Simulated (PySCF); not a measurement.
ReO3, SMILES [O]=[Re](=[O])=[O] (connectivity only; charge and spin as stated), neutral, multiplicity 2. Geometry optimised at B3LYP-D3(BJ)/def2-TZVP. The spin state was assumed, not searched. The isomer is the one that the SMILES or the coordinates give; other isomers of the formula were not compared. The def2 effective core potentials stand for the cores of Re; spin–orbit coupling is left out.

These are B3LYP-D3(BJ)/def2-TZVP run with PySCF 2.14.0 values and carry that method's errors.

Harmonic wavenumbers (cm⁻¹): 187, 321, 321, 993, 993, 1038. Rotational constants (GHz): 7.008, 7.008, 3.794; symmetry number 3.

Task: Work out the zero-point energy and the ideal-gas rigid-rotor harmonic-oscillator thermochemistry at 298.15 K and 1 atm.

Result: ZPE = ½ Σ hcν = ½ × 3852 cm⁻¹ = 23.04 kJ/mol. H − E(el) = 36.84 kJ/mol. Entropy in J/(mol K): translation 176.79, rotation 95.30, vibration 21.54, spin 5.76, total 299.39. G − E(el) = -52.42 kJ/mol. Cp = 59.34 J/(mol K).
